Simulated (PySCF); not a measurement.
Al(OMe)(PH2)2 (CH₇AlOP₂), SMILES [PH2][Al]([PH2])[O]C.

Geometry optimised at PBE0-D3(BJ)/def2-SVP. Other conformers were not sampled.

Two levels are set side by side: TDA-PBE/def2-SVPD (PySCF) and TDA-M06-2X/def2-SVPD (PySCF). Vertical, same geometry. The lowest singlet is HOMO→LUMO 81 %, HOMO→LUMO+1 15 % with PBE and HOMO→LUMO 54 %, HOMO→LUMO+1 36 % with the other functional; states are paired by order. Differences are taken from unrounded values.

```json
[
 {"quantity": "lowest singlet excitation (eV)", "TDA-PBE": "4.57"},
 {"quantity": "lowest triplet excitation (TDA) (eV)", "TDA-PBE": "3.95"},
 {"quantity": "first bright state (f over 0.05) (eV)", "TDA-PBE": "4.88"},
 {"quantity": "its oscillator strength", "TDA-PBE": "0.08"}
]
```

Question: These are the TDA-PBE values. What does TDA-M06-2X give? (An estimate is asked for; the answer gives what the named calculation found.)

Answer: 
```tsv
quantity	TDA-M06-2X	TDA-PBE minus TDA-M06-2X
lowest singlet excitation (eV)	4.98	-0.41
lowest triplet excitation (TDA) (eV)	4.38	-0.43
first bright state (f over 0.05) (eV)	5.42	-0.54
its oscillator strength	0.07	0.01
```

A lower first singlet is the usual sign of a functional without exact exchange. Differences between two approximate levels are no errors against the true value.

Rough cost on one machine, each run with all the roots and properties that it gave: TDA-M06-2X against TDA-PBE about 9 times.
